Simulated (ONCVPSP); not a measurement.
**vanadium, ONCV: configuration errors across variants**

| Quantity | Value |
| --- | --- |
| Element | vanadium (V) |
| Generator | ONCVPSP 4.0.1 |
| Type | optimised norm-conserving Vanderbilt (ONCV) |
| Functional | PBE |
| Relativity | scalar-relativistic |
| Frozen core | [Ne] |
| Valence charge | 13 |
| Reference configuration | 3s2 3p6 3d3 (charge +2) |
| Partial waves | 3s: rc 1.15 bohr, ncon 4, nbas 7, qcut 8.9 1/bohr, 2 projectors, debl 1.3 Ha; 3p: rc 1.45 bohr, ncon 4, nbas 7, qcut 9.1 1/bohr, 1 projector; 3d: rc 1.30 bohr, ncon 4, nbas 9, qcut 11.6 1/bohr, 2 projectors, debl 0.3 Ha |
| Local potential | polynomial inside 1.15 bohr (lpopt 5, dvloc0 0 Ha) |
| Core correction | Teter function fitted to the true core (icmod 2), fcfact 0.25 |

In the s channel the program set the typed energies aside and used -3.189, 0.250 Ha. In the d channel the program set the typed energies aside and used -0.783, 0.250 Ha.

All-electron excitation energies from the reference (eV): (1) 3s2 3p6 3d3 4s2 -22.031; (2) 3s2 3p6 3d3 4s1 -14.296; (3) 3s2 3p6 3d2 28.897; (4) 3s2 3p6 3d3 4p2 -15.176.

Errors AE − PS in meV (a dash: test not solved or not reliable):

| change | (1) | (2) | (3) | (4) | bound ghosts | GHOST(+) flags above zero |
| --- | --- | --- | --- | --- | --- | --- |
| base | +2.3 | +1.1 | +20 | +21 | none | none |
| p: rc 1.04; local potential polynomial inside 1.04 bohr (lpopt 5, dvloc0 0 Ha) | +2.3 | +1.1 | +18 | +19 | none | s |
| p: rc 1.18 | +2.3 | +1.1 | +18 | +11 | none | none |
| p: rc 1.4 | +2.3 | +1.1 | +20 | +20 | none | none |
| p: rc 1.54 | +2.3 | +1.1 | +21 | +22 | none | none |
| p: rc 1.72 | +2.3 | +1.1 | +20 | +19 | none | none |
| p: rc 2.04 | +1.9 | +0.9 | +13 | -21 | none | none |

(1) Give the same row for: p: rc 1.88.

Results:

(1) +2.2, +1.1, +17, +2.6; bound ghosts: none; GHOST(+) flags above zero: none.
